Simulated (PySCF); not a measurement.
SiH3Br, optimised at HF/6-31G*:

```xyz
5

Si    -0.0146     0.0096    -0.0179
Br    -0.0171     0.8928    -2.0693
H     -0.0212    -1.4520    -0.1476
H      1.1965     0.4632     0.6754
H     -1.2176     0.4734     0.6828
```

Method: PySCF energies (xtb for GFN2) plus ideal-gas RRHO corrections (1 bar). 6-31G* has spherical d functions here. All species are closed-shell singlets. B3LYP is the form with VWN-RPA correlation. Br: all electrons, no relativistic terms.

Problem. List the harmonic frequencies (cm⁻¹, unscaled) at this level and at the other levels, each on its own geometry.

Solution. 
- HF/6-31G*: 443, 688, 688, 1032, 1040, 1040, 2424, 2431, 2431
- B3LYP/6-31G*: 417, 629, 629, 945, 952, 952, 2271, 2290, 2290
- GFN2-xTB: 428, 559, 560, 778, 778, 791, 2351, 2351, 2361
- PBE/def2-SVP: 419, 602, 602, 900, 906, 906, 2176, 2193, 2193
- PBE0/def2-TZVP: 430, 624, 624, 924, 943, 943, 2247, 2262, 2262
